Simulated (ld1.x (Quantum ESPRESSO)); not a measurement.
## Rb (Z = 37): RRKJ pseudisation with PBE, fully relativistic reference atom.

rubidium (Rb), norm-conserving RRKJ (Kleinman–Bylander form), made with ld1.x (Quantum ESPRESSO) 7.5 (PBE, fully relativistic). Core [Ar] 3d10, reference 4s2 4p6 4d0 5s0 5p0 (charge +1). Waves: 4s (bound): rc 1.55 bohr; 4p (bound): rc 2.45 bohr; 4d (bound, empty): rc 4.20 bohr. Local part: the d channel. Core correction: Bessel-smoothed model core inside 1.55 bohr. rho0 = 0.01.

Open shells are filled in proportion to 2j + 1 (rel_dist='average').

- Cutoffs needed: 55 Ry and 70 Ry (the cutoffs (Ry, on a coarse ladder) from which the occupation-weighted sum of valence levels, in a spherical-Bessel basis at the reference potential, stays within 10 and 1 mRy of its value at 400 Ry)
- Ghost test: no extra level below or beside the all-electron valence levels (s, p1/2, p3/2, d3/2, d5/2, f tested) (spherical-Bessel basis up to 400 Ry, 20 bohr box)
- Configuration tests: 2 of 7 tests not solved or not reliable; not counted: 4s1 4p6 4d0 5s1 5p0 (solver errors, printed error -2.5 eV); 4s2 4p5 4d0 5s1 5p0 (solver errors, printed error -2.5 eV)
